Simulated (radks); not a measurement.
Problem. Valence configurations of Cd (all share [Kr]). Calculated with a radial shooting solver on a logarithmic mesh with Libxc functionals: scalar-relativistic Kohn-Sham, PBE, spin-polarised, spherical densities, point nucleus; open shells are filled with parallel spins first (spin-orbit coupling, left out, can overturn this in heavy ions). Order these by energy: 4d9 5s2 5p1; 4d10 5s2; 4d9.5 5s2 5p0.5; 4d10 5s1.5 5p0.5; 4d8 5s1 5p3; 4d7 5s2 5p3; 4d9 5s1 5p2; 4d10 5s1 5p1; 4d8 5s2 5p2; 4d9.5 5s1 5p1.5.

Solution. From the lowest, in eV above it: 4d10 5s2 0.000; 4d10 5s1.5 5p0.5 2.127; 4d10 5s1 5p1 4.045; 4d9.5 5s2 5p0.5 5.704; 4d9.5 5s1 5p1.5 9.868; 4d9 5s2 5p1 12.260; 4d9 5s1 5p2 16.485; 4d8 5s2 5p2 27.844; 4d8 5s1 5p3 32.087; 4d7 5s2 5p3 46.655. NIST lists [Kr] 4d10 5s2 as the ground configuration; this level of theory agrees among the configurations tried. The energies are those of spherical high-spin densities, not of single terms.
